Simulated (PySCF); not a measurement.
An unknown gives this computed stick spectrum. Theory: PySCF, TDDFT PBE0/def2-SVPD, vertical, gas phase, core orbitals frozen in the response. Geometries: GFN2-xTB, one conformer each.

```csv
state,λ (nm),f
S1,199.6,0.087
S2,187.1,0.064
S3,184.7,0.013
S4,180.5,0.093
S5,173.1,0.031
S6,172.3,0.095
S7,168.6,0.033
S8,166.9,0.0088
```

Task: Which candidate is it? All have the formula C4H11NOSi.
A. `CCC/C=N\[SiH2]O`
B. `C=CCN(C)[SiH2]O`
C. `C=CC[Si@@H](N)OC`
D. `C=N[Si@H](C)OCC`

Result: C. Its S1, at 6.21 eV, is the highest among the candidates; the nearest of the others has S1 at 5.39 eV. S1 is HOMO→LUMO (72%), HOMO-1→LUMO (14%). Löwdin shares by element: HOMO carbon 62% or more, nitrogen 11% (atoms not listed hold the other 26%); LUMO carbon 48% or more, silicon 10% (atoms not listed hold the other 43%). At the same level the other candidates give, for their lowest levels:
- `CCC/C=N\[SiH2]O`: 293 nm (f 0.001); 193 nm (f 0.059); 188 nm (f 0.004); 185 nm (f 0.047); 175 nm (f 0.037); T1 3.66 eV; HOMO -6.91, LUMO -0.69 eV
- `C=CCN(C)[SiH2]O`: 230 nm (f 0.022); 218 nm (f 0.011); 200 nm (f 0.016); 182 nm (f 0.024); 178 nm (f 0.017); T1 4.46 eV; HOMO -6.54, LUMO 0.07 eV
- `C=N[Si@H](C)OCC`: 315 nm (f 0.001); 203 nm (f 0.004); 195 nm (f 0.005); 189 nm (f 0.062); 178 nm (f 0.028); T1 3.30 eV; HOMO -6.87, LUMO -0.87 eV

The values belong to the conformer `[CH2:1]=[CH:2][CH2:3][Si@@H:4]([NH2:5])[O:6][CH3:7]`: C1–C2–C3–Si4 106°, C2–C3–Si4–N5 60°, C3–Si4–O6–C7 -175°, H–N5–Si4–C3 168°, H–N5–Si4–C3 -54°.
Triplets come from the Tamm–Dancoff approximation.
